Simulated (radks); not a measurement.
Neutral gold, [Xe] 4f14 5d10 6s1. All-electron calculation, non-relativistic Kohn-Sham, exchange-only LDA, spin-polarised, spherical densities, point nucleus. Program: a radial shooting solver on a logarithmic mesh with Libxc functionals. Every spin shell is full or empty, so the densities are truly spherical. Functionals are evaluated on that one density, not self-consistently. Rank these orbital-free kinetic functionals by their error against the exact value of the orbitals, and give that value: Thomas-Fermi, von Weizsacker, TF + vW, TF + vW/9, TF + vW/5, LC94, APBEK, Perdew 92, Thakkar, Pearson, LKT, PG1, DePristo-Kress.

Answer. Exact: 17852.6 hartree. From best to worst, with 100 (|E| - |E exact|)/|E exact| (equal figures are ties): LC94 +0.01, APBEK +0.03, DePristo-Kress -0.21, Perdew 92 -0.69, TF + vW/9 -0.70, Thakkar -0.79, Pearson -0.85, TF + vW/5 +2.46, Thomas-Fermi -4.65, PG1 +12.44, LKT +15.96, TF + vW +30.89, von Weizsacker -64.47.
